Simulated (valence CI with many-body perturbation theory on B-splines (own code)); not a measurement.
# Energy levels of I XLIX

Level of theory: configuration interaction combined with many-body perturbation theory (CI+MBPT): three valence electrons over a frozen Dirac-Fock core [He], a basis of 11 s, 11 p, 10 d, 8 f, 5 g, 2 h functions for each j, with the one-electron correlation potential Σ1 (screened to all orders), the two-electron term Σ2, the three-electron term Σ3, Breit, model QED; selected single and double excitations, second order for the rest, scaled by the run's own slope (own B-spline code, finite nucleus).

No measured spectrum was set against this ion. As an estimate, large intervals hold to a few tenths of a per cent, small ones and those within an open d or f shell to about a per cent.

Levels 91 to 135 of 169, with energies above the lowest level, (2s^2 2p1/2) J=1/2. "Leading %" is the weight of the configuration and term that name the level; weights of strongly mixed levels are sums over their largest components and can fall short. In the jj column 3d3/2^4 stands for four electrons in 3d with j = 3/2. Lifetimes count E1, E2, E3, M1 and M2 decay at the calculated energies, and are blank where another channel may lead or the interval is too uncertain; long ones can be off by a factor of two.

| No. | Configuration | Term | J | E (Ry) | Leading % | g | Leading jj | Lifetime |
| --- | --- | --- | --- | --- | --- | --- | --- | --- |
| 91 | 2p²3p | ²P° | 1/2 | 424.44 | 86 | 0.666 | 2p1/2 2p3/2 3p3/2 (99 %) | 8.67 fs |
| 92 | 2p²3d | ²G | 7/2 | 424.84 | 46 | 1.043 | 2p1/2 2p3/2 3d3/2 (93 %) | 692 fs |
| 93 | 2p²3d | ²F | 5/2 | 425.66 | 32 | 1.179 | 2p1/2 2p3/2 3d3/2 (81 %) | 2.43 fs |
| 94 | 2p²3d | ⁴D | 7/2 | 425.73 | 48 | 1.301 | 2p1/2 2p3/2 3d5/2 (98 %) | 73.6 fs |
| 95 | 2p²3d | ²D | 3/2 | 426.00 | 45 | 1.061 | 2p1/2 2p3/2 3d3/2 (82 %) | 2.71 fs |
| 96 | 2p²3d | ⁴P | 1/2 | 426.58 | 38 | 1.762 | 2p1/2 2p3/2 3d3/2 (99 %) | 1.94 fs |
| 97 | 2p²3d | ²G | 9/2 | 426.84 | 61 | 1.185 | 2p1/2 2p3/2 3d5/2 (100 %) | 710 fs |
| 98 | 2p²3d | ⁴P | 3/2 | 426.85 | 41 | 1.401 | 2p1/2 2p3/2 3d5/2 (82 %) | 2.46 fs |
| 99 | 2p²3d | ²F | 5/2 | 426.94 | 39 | 1.136 | 2p1/2 2p3/2 3d5/2 (85 %) | 2.46 fs |
| 100 | 2p²3d | ²D | 5/2 | 427.94 | 60 | 1.224 | 2p1/2 2p3/2 3d5/2 (94 %) | 1.68 fs |
| 101 | 2p²3d | ²F | 7/2 | 428.31 | 65 | 1.115 | 2p1/2 2p3/2 3d5/2 (95 %) | 1.71 fs |
| 102 | 2p²3d | ²D | 3/2 | 428.56 | 60 | 0.958 | 2p1/2 2p3/2 3d5/2 (99 %) | 2.52 fs |
| 103 | 2p²3d | ²P | 1/2 | 428.87 | 63 | 1.117 | 2p1/2 2p3/2 3d5/2 (98 %) | 2.25 fs |
| 104 | 2p²3s | ⁴P | 5/2 | 435.87 | 62 | 1.431 | 2p3/2^2 3s (99 %) | 57.4 fs |
| 105 | 2p²3s | ²P | 3/2 | 436.45 | 54 | 1.161 | 2p3/2^2 3s (99 %) | 14.5 fs |
| 106 | 2p²3s | ²S | 1/2 | 439.57 | 71 | 1.978 | 2p3/2^2 3s (99 %) | 24.7 fs |
| 107 | 2p²3p | ²P° | 3/2 | 439.85 | 26 | 1.430 | 2p3/2^2 3p1/2 (99 %) | 6.85 fs |
| 108 | 2p²3p | ²D° | 5/2 | 440.05 | 42 | 1.175 | 2p3/2^2 3p1/2 (99 %) | 6.68 fs |
| 109 | 2p²3p | ²P° | 1/2 | 443.35 | 75 | 0.677 | 2p3/2^2 3p1/2 (95 %) | 6.90 fs |
| 110 | 2p²3p | ²D° | 5/2 | 445.99 | 53 | 1.304 | 2p3/2^2 3p3/2 (100 %) | 8.35 fs |
| 111 | 2p²3p | ⁴D° | 7/2 | 446.01 | 62 | 1.306 | 2p3/2^2 3p3/2 (100 %) | 8.90 fs |
| 112 | 2p²3p | ²P° | 1/2 | 446.17 | 61 | 1.219 | 2p3/2^2 3p3/2 (96 %) | 7.68 fs |
| 113 | 2p²3p | ²P° | 3/2 | 448.61 | 62 | 1.303 | 2p3/2^2 3p3/2 (99 %) | 8.16 fs |
| 114 | 2p²3d | ²D | 3/2 | 449.74 | 35 | 1.151 | 2p3/2^2 3d3/2 (99 %) | 2.72 fs |
| 115 | 2p²3d | ⁴D | 5/2 | 449.82 | 29 | 1.184 | 2p3/2^2 3d3/2 (93 %) | 2.76 fs |
| 116 | 2p²3d | ²P | 1/2 | 450.00 | 48 | 1.291 | 2p3/2^2 3d3/2 (88 %) | 2.89 fs |
| 117 | 2p²3d | ²F | 7/2 | 450.00 | 39 | 1.104 | 2p3/2^2 3d3/2 (98 %) | 2.58 fs |
| 118 | 2p²3p | ²P° | 3/2 | 450.20 | 66 | 1.314 | 2p3/2^2 3p3/2 (99 %) | 8.05 fs |
| 119 | 2p²3d | ²F | 7/2 | 450.79 | 54 | 1.216 | 2p3/2^2 3d5/2 (98 %) | 192 fs |
| 120 | 2p²3d | ⁴F | 9/2 | 450.86 | 61 | 1.236 | 2p3/2^2 3d5/2 (100 %) | 558 fs |
| 121 | 2p²3d | ²P | 1/2 | 451.82 | 41 | 1.562 | 2p3/2^2 3d5/2 (88 %) | 3.11 fs |
| 122 | 2p²3d | ²P | 3/2 | 452.59 | 48 | 1.151 | 2p3/2^2 3d5/2 (70 %) | 2.49 fs |
| 123 | 2p²3d | ²D | 5/2 | 453.06 | 62 | 1.164 | 2p3/2^2 3d5/2 (95 %) | 2.12 fs |
| 124 | 2p²3d | ²D | 3/2 | 453.96 | 77 | 0.886 | 2p3/2^2 3d3/2 (70 %) | 1.82 fs |
| 125 | 2p²3d | ²D | 5/2 | 455.18 | 68 | 1.184 | 2p3/2^2 3d5/2 (97 %) | 2.82 fs |
| 126 | 2s²4s | ²S | 1/2 | 493.06 | 98 | 1.997 | 2s^2 4s (98 %) | 25.2 fs |
| 127 | 2s²4p | ²P° | 1/2 | 494.71 | 98 | 0.661 | 2s^2 4p1/2 (98 %) | 42.4 fs |
| 128 | 2s²4p | ²P° | 3/2 | 497.65 | 97 | 1.331 | 2s^2 4p3/2 (97 %) | 51.2 fs |
| 129 | 2s²4d | ²D | 3/2 | 498.89 | 98 | 0.795 | 2s^2 4d3/2 (98 %) | 5.39 fs |
| 130 | 2s²4d | ²D | 5/2 | 499.76 | 98 | 1.196 | 2s^2 4d5/2 (98 %) | 5.79 fs |
| 131 | 2s²4f | ²F° | 5/2 | 500.47 | 98 | 0.853 | 2s^2 4f5/2 (98 %) | 12.0 fs |
| 132 | 2s2p4s | ⁴P° | 1/2 | 500.72 | 77 | 2.207 | 2s 2p1/2 4s (100 %) | 27.6 fs |
| 133 | 2s²4f | ²F° | 7/2 | 500.88 | 98 | 1.139 | 2s^2 4f7/2 (98 %) | 12.2 fs |
| 134 | 2s2p4p | ⁴D | 1/2 | 502.20 | 66 | 0.422 | 2s 2p1/2 4p1/2 (100 %) | 21.0 fs |
| 135 | 2s2p4s | ⁴P° | 3/2 | 502.28 | 64 | 1.571 | 2s 2p1/2 4s (98 %) | 25.4 fs |
